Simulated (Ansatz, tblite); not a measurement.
Spin states of NiMe2 (C₂H₆Ni), formally d⁸, each relaxed with r2SCAN-D4/def2-TZVP in Ansatz. Electronic energies in the gas phase.

The xTB rows come from tblite. LC-ωPBE has ω = 0.4 bohr⁻¹. B3LYP takes the VWN-RPA correlation. HSE06 is defined as in plane-wave codes, on full-range PBE exchange. Correlated methods freeze 7 core orbitals; core or outer-core shells of Ni are correlated, in sets that lack core-valence functions. HOMO above LUMO, or a gap near zero within one spin, warns that the state may not be the lowest or that an electron is smeared out.

Singlet geometry (C2v within 0.1 Å):

Cartesian coordinates in Å:
```
Ni -0.8314 0.6934 -0.1651
C 0.7387 1.0266 0.7078
H 0.8544 0.4093 1.6012
H 0.5779 2.0825 0.9922
H 1.6046 0.9418 0.0481
C -0.7120 -1.0488 -0.7025
H 0.1036 -1.2083 -1.4109
H -1.6866 -1.1579 -1.2124
H -0.6493 -1.7385 0.1417
```

Triplet geometry (C2v within 0.1 Å):

```xyz
9

Ni    0.265   -0.562    0.268
C     1.649    0.752   -0.048
H     1.703    1.012   -1.108
H     2.605    0.312    0.262
H     1.467    1.657    0.539
C    -1.648   -0.754    0.048
H    -2.183    0.008    0.621
H    -1.931   -1.746    0.423
H    -1.927   -0.678   -1.005
```

Run but left out: HF/STO-3G (triplet: ⟨S²⟩ 3.01, where a pure state has 2.00); PBE-QIDH/def2-TZVP (singlet: restricted singlet, unstable towards broken spin symmetry).

Only these spin states were relaxed.

Second-order perturbation terms are unreliable where d shells bring near-degenerate states, and here B2PLYP/def2-TZVP lies more than 0.4 eV from the median of the functionals without such a term.

| level | triplet − singlet (kJ/mol) | lowest of these | remarks |
| --- | --- | --- | --- |
| GFN1-xTB | 107.3 | singlet | – |
| GFN2-xTB | 137.2 | singlet | – |
| HF/def2-TZVP | -309.6 | triplet | – |
| LDA (SPW92)/def2-TZVP | 96.0 | singlet | gap within one spin near zero (triplet) |
| PBE-D4/def2-TZVP | 61.4 | singlet | – |
| revPBE-D4/def2-TZVP | 55.6 | singlet | – |
| BLYP-D4/def2-TZVP | 62.0 | singlet | – |
| r2SCAN-D4/def2-TZVP | 22.3 | singlet | – |
| B97M-V/def2-TZVP | 8.4 | singlet | – |
| B3LYP-D4/def2-TZVP | 14.1 | singlet | – |
| PBE0-D4/def2-TZVP | -5.6 | triplet | – |
| r2SCAN0-D4/def2-TZVP | -44.4 | triplet | – |
| HSE06-D4/def2-TZVP | -5.0 | triplet | – |
| BHLYP-D4/def2-TZVP | -90.5 | triplet | – |
| CAM-B3LYP-D4/def2-TZVP | -0.4 | tie | – |
| LC-ωPBE/def2-TZVP | 3.0 | singlet | – |
| ωB97X-V/def2-TZVP | -1.0 | tie | – |
| ωB97M-V/def2-TZVP | -3.5 | triplet | – |
| B2PLYP/def2-TZVP | 77.2 | singlet | test for broken spin undecided (singlet) |
| RPA@PBE/def2-TZVP | 17.5 | singlet | test for broken spin undecided (singlet) |

```
  state  donor atoms  mean metal–ligand distance (Å)  range (Å)  Mulliken spin on the metal (PBE0)
singlet            2                           1.827  1.83–1.83                                  0
triplet            2                           1.935  1.93–1.93                               1.72
```

⟨S²⟩ at PBE0-D4/def2-TZVP: singlet 0.00 (pure 0.00), triplet 2.01 (pure 2.00).

Change of the triplet − singlet gap on mixing in exact exchange, in kJ/mol: PBE to PBE0 (25 % exact exchange) -67.0; BLYP to B3LYP (20 % exact exchange) -47.9; BLYP to BHLYP (50 % exact exchange) -152.5; r2SCAN to r2SCAN0 (25 % exact exchange) -66.6.

The xTB methods have no spin-polarisation term.
